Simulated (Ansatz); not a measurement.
BrGaH2 (SMILES [GaH2][Br]) moved off its minimum; all values from Ansatz (a first-principles code), cores frozen in correlated methods.
(charge 0, multiplicity 1)
```xyz
4

Ga    -0.76933    -1.04671     0.22721
H     -0.03143    -2.07154     1.21939
H     -1.79104    -1.19497    -0.88616
Br     0.62352     0.86988    -0.11687
```

Q: Give the forces (eV/Å), the total energy and the dipole at CCSD(T)/aug-cc-pVTZ.

A: 
```tsv
atom	Fx	Fy	Fz
Ga1	1.873	0.188	0.220
H2	-0.530	0.289	-0.068
H3	-0.861	-0.082	-0.357
Br4	-0.482	-0.396	0.205
```
Energy -4497.2402 hartree, dipole 2.78 D.
